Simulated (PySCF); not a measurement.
A GIAO shielding run with PySCF (density fitting, non-relativistic, gas phase) on `[Si@@H](CC(C)=O)(O)[SiH2]S`, C3H10O2SSi2:

```
$ OMP_NUM_THREADS=1 python probes_run.py task.json out

{"job": {"kind": "nmr", "xc": "PBE0", "basis": "pcSseg-1"}, "charge": 0, "multiplicity": 1}
C     -1.865146     1.073399     0.672875
C     -1.577806    -0.397026     0.544421
O     -1.720507    -1.173226     1.471953
C     -1.025414    -0.838927    -0.757951
Si     0.809806    -1.345577    -0.414123
O      0.827150    -2.176948     0.973859
Si     2.148700     0.498089    -0.079663
S      1.494759     2.045185    -1.452817
H     -1.012248     1.650932     0.321104
H     -2.717653     1.326638     0.044327
H     -2.093430     1.330649     1.703979
H     -1.111741    -0.074616    -1.523547
H     -1.539920    -1.741110    -1.084155
H      1.193717    -2.257472    -1.496953
H      0.003260    -2.244330     1.470979
H      2.109807     1.154179     1.233681
H      3.566008     0.302158    -0.393596
H      2.501898     2.874321    -1.246031
```

Hardware: 1 thread of an Arm Neoverse N1, shared host. The job also computes population analyses, field gradients.

(1) How large is the calculation?

(2) How long does it take, and how much memory does it need?

Answers

(1) 88 electrons, 207 basis functions and 1146 auxiliary functions.

(2) 91 s of wall time, with 14 SCF cycles and 5 response iterations; peak memory 0.94 GiB. Times on a shared host scatter by some tens of per cent.
